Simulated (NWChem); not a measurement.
System: CH$_{4}$AlFSe; SMILES [CH3][Al]([F])[SeH]

Input file for NWChem:

```
start job
memory heap 200 mb stack 900 mb global 1100 mb
geometry units angstroms noautosym nocenter noautoz
  Al     0.016244    -0.951892    -0.104197
  F      1.509535    -1.639860    -0.389595
  C     -1.557990    -2.079678    -0.024783
  H     -1.681222    -2.627132    -0.973907
  H     -2.484650    -1.518717     0.168728
  H     -1.443640    -2.836043     0.769296
  Se     0.076994     1.341747     0.161616
  H     -1.380216     1.391817     0.365879
end
basis spherical
  * library cc-pvtz
end
dft
  xc hfexch
  iterations 150
  semidirect filesize 400000000
end
property
  efieldgrad
end
task dft property
```

Coordinates come from a PBE0/def2-SVP optimisation.

Vzz is the largest principal value of the second derivative of the potential at the nucleus (NWChem prints the opposite sign); η is the asymmetry. Non-relativistic.

Atoms are numbered as in the input.

What results follow from this input? (Hartree-Fock/cc-pVTZ.) Quantities: Vzz Al1 (a.u.); η Al1; Vzz Se7 (a.u.); η Se7.


```yaml
Vzz Al1 (a.u.): 1.139
"η Al1": 0.51
Vzz Se7 (a.u.): 3.619
"η Se7": 0.61
```
